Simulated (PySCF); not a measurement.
# Assignment exercise: C$_{6}$H$_{7}$NO

Mapped SMILES: `[OH:1][NH:2][c:3]1[cH:4][cH:5][cH:6][cH:7][cH:8]1`. Hydrogens are named by the atom that carries them.

[PySCF 2.14.0 with density-fitted response routines: shielding tensors at B97-2/pcSseg-2 (GIAO); geometry from PBE0-D3(BJ)/def2-TZVP; rapidly exchanging positions averaged; gas phase; non-relativistic Hamiltonian; one conformer]

Shifts are taken against calculated references (same method and geometry level): 13C (185.38 ppm) and 1H (31.64 ppm) against TMS.

Q: Assign these signals to the numbered atoms. 13C{1H} NMR (computed): δ 158.4, 135.9, 126.2, 117.1.

A: 
158.4 → C3, aromatic carbon bearing nitrogen: an ipso carbon deshielded by its heteroatom
135.9 → C5/C7, aromatic CH: the aromatic region
126.2 → C6, aromatic CH
117.1 → C4/C8, aromatic CH

Q: Assign these signals to the numbered atoms. 1H NMR (400 MHz, computed): δ 7.50 (m, 2H), 7.12 (d, 2H), 7.09 (t, 1H), 6.35 (br s, 1H), 4.07 (br s, 1H).

A: 
```tsv
δ (ppm)	atoms	environment	reason
7.50	H(C5)/H(C7)	hydrogen on an aromatic CH	it sits in the deshielding region of the aromatic ring current
7.12	H(C4)/H(C8)	hydrogen on an aromatic CH	–
7.09	H(C6)	hydrogen on an aromatic CH	–
6.35	H(N2)	hydrogen on a nitrogen bonded to O or N	exchangeable; this is the value without hydrogen bonding to other molecules
4.07	H(O1)	hydrogen on a N–OH oxygen	exchangeable, gas-phase position
```

H(C4)/H(C8) and H(C6) lie closer than the usual error of such a calculation, so a measured spectrum could show them in the other order.

Exchangeable OH/NH protons stand at their gas-phase positions; hydrogen bonding in a real sample shifts them, mostly to higher δ. Shifts are as computed. Against solution values, carbons near 30 ppm lie about +3 ppm off and those near 130 ppm about +7 ppm. Of 1211 compounds with measured shifts, 218 miss one by over three times the rms of a fit or turn the order of signals round; such compounds aren't used in these exercises. Multiplicities follow the n + 1 count of equivalent neighbours, as no J values were calculated; m marks all less simple cases, F and P coupling included.
